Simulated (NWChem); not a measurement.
System: dimethyl carbonate (C3H6O3); SMILES COC(=O)OC

```xyz
12

C     -2.3159    -0.0017    -0.0191
O     -1.0778    -0.0009    -0.7041
C      0.0000     0.0000     0.0722
O      0.0000     0.0000     1.2745
O      1.0778     0.0009    -0.7041
C      2.3159     0.0017    -0.0191
H     -2.4178     0.8923     0.6142
H     -3.0927    -0.0054    -0.7926
H     -2.4141    -0.8927     0.6188
H      3.0927     0.0054    -0.7926
H      2.4178    -0.8923     0.6142
H      2.4141     0.8927     0.6188
```
Atoms are numbered in this order, from 1.

Program: NWChem. Geometry: optimised at PBE0/def2-SVP. Level: PBE0/def2-SVP with SMD (1 M gas to 1 M solution), gas-phase geometry.

```
solvent                dielectric constant  solvation free energy (kcal/mol)  cavity-dispersion-structure term (kcal/mol)  dipole in solution (D)
---------------------  -------------------  --------------------------------  -------------------------------------------  ----------------------
water                                 78.4                              -3.0                                          5.8                    0.49
N,N-dimethylformamide                 37.2                              -4.5                                         -0.1                    0.36
anisole                               4.22                              -3.4                                          0.0                    0.35
acetonitrile                          35.7                              -4.0                                          0.9                    0.38
1,4-dioxane                           2.21                              -2.5                                         -0.1                    0.34
2-propanol                            19.3                              -4.2                                          3.3                    0.44
```
